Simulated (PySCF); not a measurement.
## Correlation energy of F⁺ (fluorine, charge +1)

[He] 2s2 2p4, high-spin 3P determinant. All numbers are calculated (PySCF 2.14, the non-relativistic Hamiltonian (point nucleus), in def2-TZVP (5s3p2d1f, 31 functions)). Frozen: 1s2; 6 electrons correlated.

MP2 pair energies summed by pair of shells (mhartree):

```
 pair  energy  share (%)
2p-2p  -66.45       47.2
2s-2p  -64.62       45.9
2s-2s   -9.69        6.9
```

Total MP2 correlation energy: -140.76 mhartree.

Same-spin part -34.07 and opposite-spin part -106.68 mhartree; SCS-MP2 scales them by 1/3 and 6/5 to -139.38 mhartree.

```json
{"level": "CCSD", "correlation energy (mhartree)": "-156.52"}
{"level": "(T)", "correlation energy (mhartree)": "-1.90"}
{"level": "CCSD(T)", "correlation energy (mhartree)": "-158.42"}
```

Diagnostics: T1 = 0.0041, D1 = 0.0077, largest double amplitude 0.028.

Cost of the coupled-cluster step: 0.31 s of wall time on 1 thread of Intel(R) Xeon(R) Platinum 8375C CPU @ 2.90GHz (shared host), for 6 correlated electrons.
